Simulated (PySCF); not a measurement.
**Computed properties of C3H3, SMILES C#C[CH2]**

C₃H₃, SMILES C#C[CH2] (connectivity only; charge and spin as stated), charge +1, multiplicity 1. Coordinates come from a PBE0-D3(BJ)/def2-TZVP optimisation. The spin state was assumed, not searched. The isomer is the one that the SMILES or the coordinates give; other isomers of the formula were not compared. The values are those of a single conformer. All values are computed for the isolated molecule unless a solvent is named; none is compared with measurement here.

**Structure.** The optimised structure has C2v symmetry. All 12 harmonic modes at PBE0-D3(BJ)/def2-TZVP (PySCF) are real, so it is a minimum. With heavy atoms numbered as in [CH:1]#[C:2][CH2:3], the shortest bond between them is C1–C2 at 1.224 Å and the longest C2–C3 at 1.340 Å.

**Vibrations.** The strongest infrared lines (harmonic, unscaled, degenerate partners summed) lie at 2148 cm⁻¹ (392 km/mol, C 92 %, H 8 %), 3374 cm⁻¹ (115 km/mol, H 86 %, C 14 %), 643 cm⁻¹ (60 km/mol, H 81 %, C 19 %). The softest mode is at 268 cm⁻¹ and the zero-point energy is 26.8 kcal/mol.

**Electronic structure.** B3LYP/def2-TZVPD (PySCF) places the frontier levels at -15.20 and -11.26 eV, a gap of 3.94 eV and a mean polarisability of 30.2 bohr³. PBE/def2-TZVPD (PySCF) at the same geometry gives -14.19 and -12.13 eV, so its gap is 1.88 eV narrower. An orbital gap is neither the optical nor the fundamental gap.

**Excitations.** TDDFT-B3LYP/def2-SVPD (PySCF) has S1 at 2.26 eV (549 nm, f = 0.000, dark); the most intense of the 10 singlets computed lies at 9.05 eV (f = 0.80). T1 (TDA) is at 1.81 eV. TDDFT-PBE/def2-SVPD (PySCF) puts S1 at 2.19 eV.

**NMR.** GIAO shifts at HF/pcSseg-2 (PySCF) (non-relativistic, atoms alike by connectivity averaged): ¹³C from 64.9 to 421.1 ppm against TMS; ¹H from 10.6 to 22.8 ppm against TMS.

**Solvation.** SMD-B3LYP/def2-SVP (PySCF) gives -65.8 kcal/mol in water, -66.7 kcal/mol in dimethylsulfoxide, -58.1 kcal/mol in ethylethanoate (1 M in both phases, gas-phase geometry); of these solvents dimethylsulfoxide holds the molecule best.
